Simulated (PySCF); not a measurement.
Molecule: SMILES C[Si](O)(O)O, CH$_{6}$O$_{3}$Si.

Geometry:
| atom | x (Å) | y (Å) | z (Å) |
| --- | --- | --- | --- |
| C1 | 1.456 | -0.229 | -0.181 |
| Si2 | -0.364 | 0.093 | -0.053 |
| O3 | -1.271 | -0.737 | -1.163 |
| O4 | -0.555 | 1.716 | -0.313 |
| O5 | -0.991 | -0.403 | 1.409 |
| H6 | 1.812 | 0.001 | -1.197 |
| H7 | 2.022 | 0.404 | 0.520 |
| H8 | 1.690 | -1.281 | 0.036 |
| H9 | -1.798 | -1.450 | -0.791 |
| H10 | -1.454 | 1.992 | -0.517 |
| H11 | -0.535 | -0.101 | 2.199 |

Geometry PBE0-D3(BJ)/def2-SVP throughout; GIAO in PySCF, gas phase, one conformer, non-relativistic; equivalent atoms averaged; basis pcSseg-2.

For orientation, OPBE gives these absolute shieldings σ: C1 189.4, Si2 378.6, O3/O4/O5 265.7, H9/H10/H11 29.83, H6/H7/H8 31.08 ppm.

A run gave: C1 186.6, Si2 327.8, O3/O4/O5 252.9, H9/H10/H11 29.09, H6/H7/H8 30.62 ppm (absolute shieldings σ).

Task: Which functional was used in that run?
A. B3LYP
B. mPW1PW91
C. HF
D. LDA
E. BHandHLYP

Result: D. Si2 tells them apart best: LDA gives 327.8, B3LYP gives 359.5, mPW1PW91 gives 368.5, BHandHLYP gives 380.5, HF gives 418.9 ppm.
